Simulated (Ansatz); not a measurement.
Relaxation of Mg4Zn2⁺ with UKS r2SCAN/def2-SVP.

```sh
$ ansatz run in.yaml --threads 4 --pin off --events-out ev --progress --plain --max-ram 4787MiB
```

```yaml
crystal:
  periodic: [false, false, false]
  atoms:
    - {symbol: Mg, position_ang: [-3.640010, 0.131100, -1.733810]}
    - {symbol: Mg, position_ang: [0.578570, 0.078990, 2.559810]}
    - {symbol: Mg, position_ang: [-0.842790, -0.145320, -2.000660]}
    - {symbol: Mg, position_ang: [0.617470, 1.573460, 0.079290]}
    - {symbol: Zn, position_ang: [2.812970, -0.116380, 0.790950]}
    - {symbol: Zn, position_ang: [0.473790, -1.521850, 0.304420]}
basis:
  gaussian: {orbitals: def2-SVP}
total_charge: 1
magnetization: {spin_polarized: true, initial_magnetization: 1}
hamiltonian: {xc: r2scan}
scf: {lower_state_search: "off"}
output: {orbitals: {seedname: orbitals}}
relax: {f_tol: 0.02, max_steps: 100}
```

It took 84 s on 4 threads of Intel Xeon 6975P-C on a shared host.

Positions (Å) and forces (eV/Å) at steps 1, 2, 3, 4, 5, 6, 7, 8, 9, 10, 11, 12, 13, 16 of 16:

```xyz
6
step=1 energy=-118586.3871 eV
Mg   -3.640    0.131   -1.734   -0.560    0.039    0.013
Mg    0.579    0.079    2.560   -0.051   -0.169    0.348
Mg   -0.843   -0.145   -2.001    0.581   -0.206    0.048
Mg    0.617    1.573    0.079    0.151   -0.217   -0.126
Zn    2.813   -0.116    0.791   -0.349   -0.123   -0.179
Zn    0.474   -1.522    0.304    0.227    0.676   -0.103
6
step=2 energy=-118586.5777 eV
Mg   -3.728    0.113   -1.797   -0.317    0.017   -0.023
Mg    0.620    0.038    2.685   -0.027   -0.073    0.044
Mg   -0.846   -0.179   -2.025    0.358   -0.142    0.131
Mg    0.666    1.529    0.073    0.073   -0.125    0.023
Zn    2.797   -0.142    0.773   -0.254   -0.116   -0.131
Zn    0.490   -1.358    0.290    0.167    0.438   -0.044
6
step=3 energy=-118586.6436 eV
Mg   -3.754    0.087   -1.871   -0.176    0.005   -0.049
Mg    0.601   -0.019    2.668    0.055    0.044    0.232
Mg   -0.804   -0.222   -1.889    0.087   -0.076   -0.067
Mg    0.719    1.574    0.107    0.003   -0.012    0.034
Zn    2.783   -0.161    0.667   -0.202   -0.159   -0.037
Zn    0.455   -1.258    0.319    0.234    0.198   -0.113
6
step=4 energy=-118586.6918 eV
Mg   -3.859    0.064   -2.033   -0.011   -0.010   -0.054
Mg    0.716   -0.009    2.783    0.034   -0.059   -0.007
Mg   -0.837   -0.262   -1.863   -0.044   -0.011   -0.011
Mg    0.723    1.588    0.187    0.051    0.125   -0.002
Zn    2.744   -0.257    0.611    0.251    0.120    0.011
Zn    0.513   -1.124    0.315   -0.281   -0.166    0.063
6
step=5 energy=-118586.7292 eV
Mg   -3.909    0.013   -2.220    0.002   -0.009   -0.051
Mg    0.852   -0.034    2.843    0.046   -0.024   -0.026
Mg   -0.899   -0.258   -1.807   -0.001    0.029    0.044
Mg    0.775    1.646    0.269   -0.026    0.021   -0.015
Zn    2.743   -0.277    0.526    0.107    0.029   -0.009
Zn    0.438   -1.090    0.390   -0.127   -0.045    0.058
6
step=6 energy=-118586.7615 eV
Mg   -3.921   -0.029   -2.411    0.035   -0.011   -0.041
Mg    1.018   -0.046    2.893    0.051   -0.003   -0.033
Mg   -0.937   -0.220   -1.725   -0.018    0.027    0.026
Mg    0.758    1.669    0.329   -0.012   -0.036    0.016
Zn    2.726   -0.302    0.424   -0.069   -0.003   -0.025
Zn    0.356   -1.073    0.489    0.013    0.025    0.057
6
step=7 energy=-118586.7970 eV
Mg   -3.897   -0.068   -2.591    0.081   -0.011   -0.021
Mg    1.207   -0.048    2.942    0.043   -0.010   -0.080
Mg   -0.950   -0.186   -1.653   -0.029    0.020    0.020
Mg    0.723    1.681    0.406   -0.014   -0.033    0.028
Zn    2.652   -0.331    0.290   -0.141   -0.016   -0.020
Zn    0.266   -1.049    0.606    0.059    0.050    0.074
6
step=8 energy=-118586.8424 eV
Mg   -3.829   -0.097   -2.721    0.113   -0.010   -0.004
Mg    1.380   -0.049    2.957    0.046   -0.025   -0.095
Mg   -0.926   -0.167   -1.592   -0.029    0.013    0.003
Mg    0.672    1.698    0.486   -0.009   -0.032    0.021
Zn    2.528   -0.363    0.147   -0.171    0.003   -0.013
Zn    0.175   -1.023    0.724    0.049    0.052    0.088
6
step=9 energy=-118586.8982 eV
Mg   -3.744   -0.120   -2.811    0.133   -0.010    0.008
Mg    1.534   -0.061    2.949    0.053   -0.031   -0.112
Mg   -0.882   -0.165   -1.548   -0.008    0.011    0.002
Mg    0.625    1.719    0.555   -0.014   -0.027    0.014
Zn    2.380   -0.385    0.022   -0.187    0.017   -0.004
Zn    0.088   -0.987    0.834    0.023    0.040    0.093
6
step=10 energy=-118586.9650 eV
Mg   -3.648   -0.138   -2.866    0.145   -0.010    0.016
Mg    1.666   -0.079    2.915    0.068   -0.034   -0.121
Mg   -0.820   -0.171   -1.513    0.011    0.008   -0.007
Mg    0.576    1.739    0.612   -0.021   -0.015    0.009
Zn    2.220   -0.400   -0.081   -0.191    0.027    0.003
Zn    0.006   -0.951    0.933   -0.013    0.025    0.099
6
step=11 energy=-118587.0463 eV
Mg   -3.539   -0.157   -2.926    0.156   -0.011    0.027
Mg    1.819   -0.109    2.854    0.057   -0.039   -0.154
Mg   -0.758   -0.182   -1.476    0.001    0.006   -0.019
Mg    0.520    1.764    0.672   -0.008   -0.007    0.002
Zn    2.045   -0.413   -0.166   -0.192    0.043    0.043
Zn   -0.087   -0.904    1.041   -0.015    0.008    0.102
6
step=12 energy=-118587.1222 eV
Mg   -3.406   -0.174   -2.955    0.132   -0.012    0.020
Mg    1.971   -0.152    2.739    0.039   -0.031   -0.138
Mg   -0.686   -0.186   -1.444   -0.122   -0.007   -0.083
Mg    0.460    1.789    0.709   -0.020    0.018    0.045
Zn    1.856   -0.404   -0.198   -0.025   -0.007    0.083
Zn   -0.194   -0.873    1.149   -0.004    0.039    0.073
6
step=13 energy=-118587.1650 eV
Mg   -3.295   -0.212   -3.091    0.037   -0.010   -0.015
Mg    2.118   -0.212    2.618    0.027   -0.006   -0.036
Mg   -0.791   -0.183   -1.362   -0.022   -0.004   -0.016
Mg    0.441    1.819    0.773    0.016    0.017    0.024
Zn    1.761   -0.404   -0.195   -0.064    0.005    0.017
Zn   -0.234   -0.808    1.257    0.007   -0.002    0.026
6
step=16 energy=-118587.1875 eV
Mg   -3.094   -0.319   -3.368   -0.002    0.000   -0.004
Mg    2.325   -0.292    2.450   -0.013   -0.011   -0.017
Mg   -1.042   -0.118   -1.155    0.007    0.012    0.010
Mg    0.502    1.863    0.895   -0.016    0.005   -0.016
Zn    1.562   -0.404   -0.250    0.009   -0.003    0.013
Zn   -0.252   -0.730    1.428    0.014   -0.003    0.013
```

The relaxation made no stability test and no search for a lower SCF solution. The structure comes from a short search, and lower isomers may exist.
